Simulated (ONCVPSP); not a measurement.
**Before and after: ONCV potential for oxygen**

| Item | Value |
| --- | --- |
| Element | oxygen |
| Generator | ONCVPSP 4.0.1 |
| Type | optimised norm-conserving Vanderbilt (ONCV) |
| Functional | PBE |
| Relativity | scalar-relativistic |
| Frozen core | [He] |
| Valence charge | 6 |
| Reference configuration | 2s2 2p4 |
| Partial waves | 2s: rc 0.80 bohr, ncon 4, nbas 8, qcut 9 1/bohr, local; 2p: rc 1.00 bohr, ncon 4, nbas 7, qcut 6.8 1/bohr, 3 projectors, debl 3.9 Ha; d scattering state at 0.1 Ha: rc 0.80 bohr, ncon 3, nbas 7, qcut 13.5 1/bohr, 1 projector |
| Local potential | the s channel |
| Core correction | none |

Change: p: rc 1.42.

Cutoffs: the cutoffs (Ha) at which the residual kinetic energy of the hardest occupied pseudo-wave falls to 1 and 0.1 mHa per electron; they do not see the model core or the augmentation charge, which bear on the density cutoff. Errors are all-electron minus pseudo energies relative to the spin-unpolarised reference configuration.

**Question.** How do hardness, ghosts and transferability respond?

**Answer.** The potential gets softer (132 Ha and 155 Ha → 40 Ha and 148 Ha); of the 4 tests that both files solve, the error grows in 4 and shrinks in 0 by more than 15 % and 0.3 meV (median size 45.4 → 159.5 meV); neither file shows a bound ghost. A larger radius leaves more room for a smooth pseudo-wave, so fewer plane waves are needed. More of the atom is replaced by a form fitted at one configuration, so other configurations suffer.

```csv
quantity,base,changed
"cutoff, loose",132 Ha,40 Ha
"cutoff, tight",155 Ha,148 Ha
loose cutoff by channel,"s 40 Ha, p 132 Ha","s 40 Ha, p 33 Ha"
bound ghosts,none,none
GHOST(+) flags under 300 eV,none,none
"error for 2s2 2p3, meV [ΔE 16.43 eV]",+8.1,+34
"error for 2s2 2p2, meV [ΔE 50.02 eV]",+83,+278
"error for 2s2 2p1, meV [ΔE 103.89 eV]",+376,+1086
"error for 2s1 2p4, meV [ΔE 31.66 eV]",-3.4,-41
s: phases at 0.81 bohr within 0.05 rad from the reference energy up to (Ha; the scan ends near 5),to the end of the scan,to the end of the scan
d: phases at 0.81 bohr within 0.05 rad from the reference energy up to (Ha; the scan ends near 5),to the end of the scan,to the end of the scan
```
